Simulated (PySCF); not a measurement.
**Working out the excitation energy of C**

C [He] 2s2 2p2 (3P) → C [He] 2s1 2p3 (5S). All numbers are calculated (PySCF 2.14, scalar relativity by spin-free X2C-1e, in x2c-QZVPPall). Frozen: nothing. Energies in hartree (1 hartree = 27.21139 eV):

```
            part   C (lower)   C (upper)
             UHF  -37.708625  -37.613705
CCSD correlation   -0.111888   -0.057624
             (T)   -0.002566   -0.000466
```

Q: What does Hartree-Fock give?

A: (-37.613705) − (-37.708625) = 0.094920 hartree = 2.583 eV.

Q: What do CCSD and CCSD(T) give?

A: The CCSD correlation energies differ by 0.054264 hartree = 1.477 eV and the triples by 0.002100 hartree = 0.057 eV, so CCSD gives 4.060 eV and CCSD(T) 4.117 eV.

Measured between the centres of the two terms (NIST): 4.179 eV, so CCSD(T) (valence and next inner shell) is off by -0.062 eV.

What remains against the reference includes basis incompleteness and higher excitations.
